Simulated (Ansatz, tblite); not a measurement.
Forces on (HZn-mu-Cl)2 (Zn₂H₂Cl₂) at its r2SCAN-D4/def2-SVP geometry. Total charge 0; singlet.

The xTB rows come from tblite.

GFN1-xTB (tblite), largest force 0.46 eV/Å:

```xyz
6
positions Å, forces eV/Å
Zn   -0.339    1.003    1.226   -0.096    0.283    0.346
H    -0.659    1.947    2.383    0.087   -0.258   -0.316
Cl    1.601    0.482    0.049   -0.196   -0.059   -0.006
Zn    0.339   -1.003   -1.226    0.096   -0.283   -0.346
H     0.660   -1.950   -2.381   -0.087    0.259    0.316
Cl   -1.602   -0.480   -0.051    0.196    0.058    0.006
```

GFN2-xTB (tblite), largest force 0.65 eV/Å:

```
Zn -0.090 0.267 0.326
H 0.107 -0.318 -0.389
Cl -0.618 -0.186 -0.019
Zn 0.090 -0.267 -0.326
H -0.108 0.319 0.388
Cl 0.618 0.185 0.020
```

r2SCAN-D4/def2-TZVP (Ansatz), largest force 0.13 eV/Å:

```
Zn 0.025 -0.074 -0.091
H 0.008 -0.023 -0.029
Cl -0.128 -0.039 -0.004
Zn -0.025 0.075 0.091
H -0.008 0.024 0.029
Cl 0.128 0.038 0.004
```
